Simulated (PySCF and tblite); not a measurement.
Results of a calculation; reference values are marked as such.
System: C2H3BN2O3, numbered as in [OH:1][B:2]([OH:3])[c:4]1[n:5][cH:6][o:7][n:8]1.

For the rotation about the B2–O3 bond (torsion O1–B2–O3–H from 180° to 360°, rising): electronic barrier 9.61 kcal/mol, zero-point change -1.24 kcal/mol, thermal and entropy terms at 400 K a further 0.02 kcal/mol (symmetry numbers apart). The minimum is Cs, the saddle C1. The path came from a restrained scan, a climbing-image band and a saddle search at GFN2-xTB; energies are PBE0/pcSseg-1 + D3(BJ), IEF-PCM dimethylsulfoxide//PBE0-D3(BJ)/def2-SVP, thermal terms GFN2-xTB. Rates follow Eyring's equation with the number of equivalent paths and no tunnelling. Programs: tblite and PySCF.

(1) How many equivalent paths lead out of the minimum?

(2) Work out the rate at 400 K.

Answers

(1) 2: the symmetry number of the minimum is 1, that of the saddle displaced along its mode 1, and the displaced saddle is chiral while the minimum is not, which doubles the count.

(2) ΔG‡ = 8.39 kcal/mol; k_B T/h = 8.3×10¹² s⁻¹; exp(−ΔG‡/RT) = 2.6×10⁻⁵; times 2 gives k = 4.3×10⁸ s⁻¹. Wigner's tunnelling factor for the 678i cm⁻¹ mode would be 1.25.
